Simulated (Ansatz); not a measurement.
Reaction (formal exchange of groups at the Sb–F bond): `[F][SbH][SH]` + CH₄ → `[CH3][SbH][SH]` + H–F

Gas-phase electronic energies from Ansatz, PBE0-D4/def2-TZVP geometries. CCSD(T)/CBS is the MP2 limit (def2-TZVPP, def2-QZVPP) plus CCSD(T) − MP2 in def2-TZVPP, frozen cores. This one scheme is used for every species. DFT in def2-TZVPP. Elements past krypton have def2 core potentials. For Sb outer-core shells are correlated without core-valence functions, which leaves a few kJ/mol of doubt a bond. Each species was taken in one conformer, which may not be the lowest.

| level | ΔE (kcal/mol) |
| --- | --- |
| B97M-V | 23.0 |
| PBE0-D4 | 16.3 |
| r2SCANh-D4 | 18.7 |
| BHLYP-D4 | 18.4 |
| ωB97X-V | 19.0 |
| r2SCAN | 20.1 |
| SCS-MP2/def2-TZVPP | 15.1 |
| CCSD(T)/def2-TZVPP | 14.1 |

(1) What does CCSD(T)/CBS give? (An estimate is asked.)

Largest T1 diagnostic among the species: 0.014.

## Answers

(1) The calculation gave: +15.5 kcal/mol. The listed levels differ from it by 7.5, 0.8, 3.2, 2.9, 3.5, 4.6, -0.4, -1.4 kcal/mol.

The D4 term adds −1.8 kcal/mol with B3LYP and −1.0 kcal/mol with PBE0; it sums over pairs of atoms, weighted by their polarisabilities, and B3LYP, whose exchange is more repulsive, gets the larger term. Leaving LDA and LC-ωPBE aside and taking each functional with its dispersion term where it has one, the values, not all of them listed here, spread over 8.3 kcal/mol, from PBE-QIDH to B97M-V. LDA lies −2.7 kcal/mol from PBE without D4.

B3LYP here is the variant with VWN-RPA as its local correlation; programs differ in this.
